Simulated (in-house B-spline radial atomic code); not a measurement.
# RPA and G0W0 on HSE06: Zn

Configuration [Ar] 3d10 4s2, mean-field start HSE06. Computed with a B-spline radial code for spherical atoms: all electrons, non-relativistic, point nucleus, each spin shell either full or empty, empty states to l = 9 with an (l + 1/2)⁻⁴ tail; G0W0 by contour deformation at full frequency.

Command:
```bash
python run_gw.py task.json out
```
Settings (radii: box in bohr, nucleus in fm):
```
Z                        30
electrons                30
configuration            [Ar] 3d10 4s2
hamiltonian              nr
method                   hse06
lmax                     9
spin_polarised           False
box_radius               40
intervals                55
ion_configuration        [Ar] 3d10 4s1
```

Cost of the run: 6.8 s on 1 thread of Arm Neoverse N1, on a shared host.

Energies (hartree):

```tsv
term	value
mean-field total	-1779.19337
Hartree-Fock functional on these orbitals	-1777.82350
direct second order	-2.775
second-order exchange	0.78937
SOSEX correction	0.68999
```

Question: What is the RPA correlation energy, and what remains with SOSEX?

Answer: RPA gives -2.2275 hartree (-2.02 eV per electron); RPA + SOSEX gives -1.5375, and the second-order doubles -1.9857 hartree (no singles). RPA lacks exchange-type terms and so overcorrelates at short range.

Quasi-particle levels (eV):

```
level  occupied  mean field  Σx - vxc     Σc  QP weight   G0W0
   4s       yes      -6.231     -1.77      ?          ?      ?
   4p        no      -0.937      2.51  -0.87      0.926  0.707
```

G0W0 = mean field + (Σx - vxc) + Σc, with Σc (partial-wave tail included) taken at the quasi-particle energy. Only the outer levels were computed. Levels of low weight are left out. An empty level above zero is unbound and depends on the box.

Question: Where does G0W0 put 4s?

Answer: At -9.198 eV, with Σc = -1.20 eV and a quasi-particle weight of 0.856. The tabulated removal energy is 9.394 eV (NIST, measured); the calculation leaves out relativity, Breit and QED terms, and what these don't explain is the method's own error.

Question: What does it cost to remove one electron (to [Ar] 3d10 4s1) by differences of total energies, each species on its own start (correlation terms add to the Hartree-Fock functional)?

Answer: HSE06 9.123 eV, Hartree-Fock functional 7.478 eV, + RPA 9.446 eV, + RPA + SOSEX 8.979 eV, + second order 10.283 eV. Tabulated: 9.394 eV (NIST, measured); the calculation leaves out relativity, Breit and QED terms, and what these don't explain is the method's own error.
